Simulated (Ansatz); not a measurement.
`N=CC[SiH2][SiH3]`, charge 0, multiplicity 1.

Question: Give a relaxed structure at PBE0-D4/def2-TZVP (Ansatz 0.2.0). (An estimate is asked.)

Answer: Ansatz gave: 
Cartesian coordinates in Å:
```
N -1.086 0.427 2.136
C -0.316 1.120 1.411
C 0.967 0.705 0.778
Si 0.721 0.293 -1.060
Si -0.831 -1.440 -1.317
H -0.700 -0.508 2.289
H -0.641 2.142 1.187
H 1.379 -0.179 1.274
H 1.707 1.510 0.836
H 0.249 1.511 -1.776
H 2.037 -0.101 -1.637
H -2.201 -0.981 -0.975
H -0.467 -2.573 -0.421
H -0.819 -1.927 -2.723
```
This is one stationary point; other conformers may exist.
